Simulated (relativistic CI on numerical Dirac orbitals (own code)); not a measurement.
## Tm2+: resonant inelastic scattering at the N4,5 edge

Computed with this model: Dirac-Coulomb-Breit CI, orbitals from a KLI potential per configuration, model QED (radiative potential, 1s self-energy scaled to tabulated hydrogen-like ionisation energies), Kramers-Heisenberg scattering through one core-hole configuration in a parametric crystal field, unscaled Slater integrals; configurations [Xe] 4f13 → [Kr] 4d9 4f14 5s2 5p6; 300 K; core-hole width 0.3 eV; summed over polarisations. Incident energies are the highest absorption maxima for each field (at most a few, so the weaker spin-orbit partner edge can be absent), on the computed scale of the free ion. Intensities are in per cent of the strongest line above 0.02 eV; levels within 1 cm⁻¹ are merged; final levels count from the ground level, the first row holds all elastic scattering, lines under 0.4 are left out and each table stops after 24 rows. The scale of the Slater integrals is a model choice and moves the terms in proportion.

Field parameters in Wybourne normalisation. The field is a parameter set, without covalency.

S is read from ⟨S²⟩ = S(S + 1).

D4h, B20 = 700, B40 = 270, B44 = 800, B60 = 10, B64 = 260 cm⁻¹:

| Final level (eV) | Degeneracy | Irrep | S | 177.8 eV |
| --- | --- | --- | --- | --- |
| 0.000 | 2 | Γ6 | 0.50 | 386.4 |
| 0.002 | 2 | Γ7 | 0.50 | 94.9 |
| 0.048 | 2 | Γ7 | 0.50 | 100.0 |
| 0.054 | 2 | Γ6 | 0.50 | 34.7 |
| 1.098 | 2 | Γ6 | 0.50 | 13.8 |
| 1.112 | 2 | Γ7 | 0.50 | 10.7 |
| 1.154 | 2 | Γ7 | 0.50 | 7.5 |

C2v, B20 = 250, B22 = -150, B40 = 290, B42 = 320, B44 = -390, B60 = 200, B62 = 210, B64 = -330, B66 = -260 cm⁻¹:

```json
{"Final level (eV)": "0.000", "Degeneracy": "2", "S": "0.50", "177.8 eV": "406.9"}
{"Final level (eV)": "0.011", "Degeneracy": "2", "S": "0.50", "177.8 eV": "123.5"}
{"Final level (eV)": "0.022", "Degeneracy": "2", "S": "0.50", "177.8 eV": "88.3"}
{"Final level (eV)": "0.041", "Degeneracy": "2", "S": "0.50", "177.8 eV": "100.0"}
{"Final level (eV)": "1.099", "Degeneracy": "2", "S": "0.50", "177.8 eV": "13.0"}
{"Final level (eV)": "1.112", "Degeneracy": "2", "S": "0.50", "177.8 eV": "12.9"}
{"Final level (eV)": "1.131", "Degeneracy": "2", "S": "0.50", "177.8 eV": "10.6"}
```

D4h, B20 = -740, B40 = 1280, B44 = 270, B60 = 260, B64 = 480 cm⁻¹:

```csv
Final level (eV),Degeneracy,Irrep,S,177.9 eV
0.000,2,Γ6,0.50,530.8
0.046,2,Γ6,0.50,17.4
0.055,2,Γ7,0.50,97.3
0.076,2,Γ7,0.50,100.0
1.106,2,Γ7,0.50,24.6
1.146,2,Γ6,0.50,3.7
1.169,2,Γ7,0.50,11.6
```

For the first field the strongest loss at the lowest incident energy is the level at 0.05 eV (S = 0.50, against 0.50 in the thermal ground state).
